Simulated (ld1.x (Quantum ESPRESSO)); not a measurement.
# An all-electron radial function and its pseudo partner (iron (Fe))

Columns: radius, all-electron u(r) and pseudo u(r) of the 3s shell (level -94.02 eV) of iron in the configuration [Ne] 3s2 3p6 3d6 4s2 4p0; PBE, scalar-relativistic, TM scheme, ld1.x (Quantum ESPRESSO) 7.5.

| r (bohr) | all-electron | pseudo |
| --- | --- | --- |
| 0.055 | 0.2250 | 0.0669 |
| 0.110 | -0.3469 | 0.1372 |
| 0.165 | -0.6428 | 0.2145 |
| 0.220 | -0.5940 | 0.3025 |
| 0.275 | -0.3315 | 0.4045 |
| 0.330 | 0.0168 | 0.5224 |
| 0.385 | 0.3653 | 0.6557 |
| 0.440 | 0.6679 | 0.7991 |
| 0.495 | 0.9052 | 0.9421 |
| 0.550 | 1.0740 | 1.0699 |
| 0.605 | 1.1794 | 1.1671 |
| 0.660 | 1.2312 | 1.2236 |
| 0.715 | 1.2403 | 1.2379 |
| 0.770 | 1.2169 | 1.2166 |
| 0.825 | 1.1703 | 1.1703 |
| 0.880 | 1.1079 | 1.1079 |
| 0.935 | 1.0359 | 1.0359 |
| 0.990 | 0.9588 | 0.9588 |
| 1.045 | 0.8801 | 0.8801 |
| 1.100 | 0.8023 | 0.8023 |
| 1.155 | 0.7272 | 0.7272 |
| 1.210 | 0.6559 | 0.6559 |
| 1.265 | 0.5892 | 0.5892 |
| 1.320 | 0.5274 | 0.5274 |
| 1.375 | 0.4706 | 0.4706 |
| 1.430 | 0.4188 | 0.4188 |

How many radial nodes do the two functions have?

The all-electron 3s function has n − l − 1 = 2; the pseudo-wave has 0, since the states of the same l below it are removed with the core.

At about which radius was the pseudo-wave matched?

0.85 bohr. The columns agree to 0.0005 from 0.77 bohr on; several derivatives are matched, so the curves merge somewhat inside the radius.

Where does each function peak?

Outermost all-electron maximum near 0.71 bohr, pseudo maximum near 0.71 bohr (to the table’s step).

Is the pseudo-wave norm-conserving?

Yes: the TM scheme keeps the norm inside the radius equal to the all-electron one, which fixes the energy derivative of the logarithmic derivative at the level.
